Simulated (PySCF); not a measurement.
# Relaxation of singlet LaF3

Method: PySCF, B3LYP, basis La def2-TZVP with ECP46, F def2-TZVP (scalar-relativistic core potentials, no spin–orbit coupling, density fitting). A (50,194) grid was used.

A start displaced from a saddle point along its imaginary mode, of C3v symmetry, held to at least that symmetry:

```xyz
4
charge 0 multiplicity 1, angstrom
La    0.0000    0.0000    0.1026
F     2.1692    0.0000   -0.2500
F    -1.0846    1.8785   -0.2500
F    -1.0846   -1.8785   -0.2500
```

Task: What does it relax to?

Result: It ends at C3v with La–F 2.161 Å (×3); F–La–F 115.4° (×3) (after a last refinement on a finer grid). A frequency run shows a minimum. Other isomers or separated fragments may lie lower.

Task: How much energy is released, and in how many steps?

Result: 3.8 kJ/mol in 6 steps.

The relaxation took 17 s on 4 threads of a shared Arm Neoverse V1 host, with 133 basis functions and 7 gradients; the process peaked at 2 GiB.
